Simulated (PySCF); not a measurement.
**Radial density of F (fluorine, neutral)**

UHF, [He] 2s1 2p6, 2S determinant (an excited configuration). All numbers are calculated (PySCF 2.14, no relativity, point nucleus, in dyall-acv3z (15s9p4d2f, 76 functions)).

```json
{"r (bohr)": "0.00232", "4πr²ρ (e/bohr)": "0.02830", "4πr²(ρα − ρβ)": "0.0008"}
{"r (bohr)": "0.00390", "4πr²ρ (e/bohr)": "0.07785", "4πr²(ρα − ρβ)": "0.0023"}
{"r (bohr)": "0.00656", "4πr²ρ (e/bohr)": "0.2099", "4πr²(ρα − ρβ)": "0.0061"}
{"r (bohr)": "0.0110", "4πr²ρ (e/bohr)": "0.5482", "4πr²(ρα − ρβ)": "0.0160"}
{"r (bohr)": "0.0186", "4πr²ρ (e/bohr)": "1.355", "4πr²(ρα − ρβ)": "0.0394"}
{"r (bohr)": "0.0312", "4πr²ρ (e/bohr)": "3.058", "4πr²(ρα − ρβ)": "0.0880"}
{"r (bohr)": "0.0525", "4πr²ρ (e/bohr)": "5.929", "4πr²(ρα − ρβ)": "0.1650"}
{"r (bohr)": "0.0883", "4πr²ρ (e/bohr)": "8.949", "4πr²(ρα − ρβ)": "0.2234"}
{"r (bohr)": "0.149", "4πr²ρ (e/bohr)": "9.077", "4πr²(ρα − ρβ)": "0.1533"}
{"r (bohr)": "0.250", "4πr²ρ (e/bohr)": "5.635", "4πr²(ρα − ρβ)": "0.0705"}
{"r (bohr)": "0.420", "4πr²ρ (e/bohr)": "4.516", "4πr²(ρα − ρβ)": "0.6078"}
{"r (bohr)": "0.707", "4πr²ρ (e/bohr)": "6.009", "4πr²(ρα − ρβ)": "1.3500"}
{"r (bohr)": "1.19", "4πr²ρ (e/bohr)": "4.059", "4πr²(ρα − ρβ)": "0.6925"}
{"r (bohr)": "2.00", "4πr²ρ (e/bohr)": "1.037", "4πr²(ρα − ρβ)": "-0.0397"}
{"r (bohr)": "3.36", "4πr²ρ (e/bohr)": "0.07780", "4πr²(ρα − ρβ)": "-0.0294"}
{"r (bohr)": "5.66", "4πr²ρ (e/bohr)": "0.0007904", "4πr²(ρα − ρβ)": "-0.0006"}
```

Question: Where is the radial spin density 4πr²(ρα − ρβ) most negative, and why is it negative at all?

Answer: Around r = 2.00 bohr, down to -0.0397 e/bohr: exchange with the open shell polarises the paired shells in an unrestricted calculation.
